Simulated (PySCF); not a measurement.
Species: C6H8F (doublet state).
Z-matrix (Å and degrees, GFN2-xTB geometry), rows numbered from 1:
```
C 
C   1  1.2888
C   2  1.5347  1  126.67
C   3  1.5247  2  104.22  1  -161.43
C   4  1.5254  3  103.83  2   -33.88
F   5  1.3844  4  109.48  3   -80.97
C   2  1.5178  1  125.56  3   179.95
H   1  1.0622  2  140.42  3    -0.09
H   3  1.0881  2  111.89  1   -38.56
H   3  1.0916  2  108.05  1    81.17
H   4  1.0903  3  110.86  2    82.98
H   4  1.0893  3  112.54  2  -154.52
H   5  1.0953  4  113.71  3   161.51
H   7  1.0898  2  111.40  1   -55.38
H   7  1.0909  2  110.13  1    64.91
```

The hyperfine couplings belong to this conformer and change with its torsions.

As a line formula: `[H]/[C]=C1\CC[C@@H](F)C1` [radical].

Method used: UKS B3LYP, pcH-1 on C F H, non-relativistic, mean-field spin-orbit, GIAO in PySCF 2.14.0. One conformer (not necessarily the lowest) at the GFN2-xTB geometry, without solvent, vibrations or thermal averaging. A GFN2-xTB geometry isn't a minimum of the functional, and hyperfine couplings can be far from their values at a DFT geometry. Stability of the SCF solution: not tested.

**Question.** What is the g tensor, term by term?

**Answer.** 
```csv
Δg (ppm),1,2,3
relativistic mass correction,-151,-151,-151
gauge correction,30,8,-14
orbital Zeeman/spin–orbit,-427,-7,643
total,-548,-150,479
```

So g = 2.00177, 2.00217, 2.00280 and g_iso = 2.00225; the tensor is rhombic: the two nearest values differ by 39 % of g3 − g1. Axes: g1 points within 8° of the C1–H8 bond and g2 points within 5° of the C2–C3 bond.

**Question.** What are the electron Larmor frequencies g μB B/h along the three axes at 340 mT?

**Answer.** 9.5259, 9.5278, 9.5308 GHz for g1, g2 and g3, a range of 4.9 MHz.

**Question.** At 9.334 GHz, how far is the centre of the isotropic spectrum from where a free electron (g = 2.002319) resonates?

**Answer.** B = hν/(g μB) with μB/h = 13.99624 MHz/mT gives 333.06 mT for the free electron and 333.07 mT at g_iso, 0.01 mT higher.

**Question.** In a frozen sample, at which fields do the three g values resonate at 9.5, 34, 94 and 263 GHz (hyperfine left aside), and which band first spreads them over more than twice a line width of 0.5 mT?

**Answer.** 
```tsv
band	GHz	B(g3) mT	B(g2) mT	B(g1) mT	spread mT
X	9.5	338.90	339.01	339.08	0.17
Q	34.0	1212.91	1213.30	1213.54	0.62
W	94.0	3353.35	3354.40	3355.07	1.72
J	263.0	9382.25	9385.20	9387.06	4.81
```

The spread grows in proportion to the frequency. W band is the first where it exceeds 1.0 mT.

The Mulliken spin populations are largest on C1 (+1.05), C2 (-0.19) and C3 (+0.08). C1 is the only atom above +0.15. The positive populations add up to 1.20 and the negative ones to -0.20, together 2S = 1.

The HOMO–LUMO gaps are 6.25 eV among the α and 4.88 eV among the β orbitals.
